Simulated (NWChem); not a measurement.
# CH5FSi; SMILES FC[SiH3]

```xyz
8

F     -0.4189     1.6239     0.0000
C      0.6156     0.6890     0.0000
Si    -0.1174    -1.0781     0.0000
H      1.2588     0.8499    -0.8960
H      1.2588     0.8499     0.8960
H     -0.9645    -1.2721     1.2247
H     -0.9645    -1.2721    -1.2247
H      1.0074    -2.0789     0.0000
```
Atoms are numbered in this order, from 1.

Results from NWChem. Coordinates come from a PBE-D3(BJ)/def2-SVP optimisation. Level: M05-2X/def2-SVP with SMD (1 M gas to 1 M solution), gas-phase geometry. Reactions with the solvent are ignored.

```csv
solvent,dielectric constant,solvation free energy (kcal/mol),cavity-dispersion-structure term (kcal/mol),dipole in solution (D)
water,78.4,0.4,3.5,2.20
1-octanol,9.86,-2.2,0.5,2.14
toluene,2.37,-1.7,0.0,1.98
cyclohexane,2.02,-1.2,0.2,1.94
ethyl acetate,5.99,-2.3,0.3,2.11
acetonitrile,35.7,-2.4,0.6,2.19
chloroform,4.71,-2.5,-0.1,2.08
```
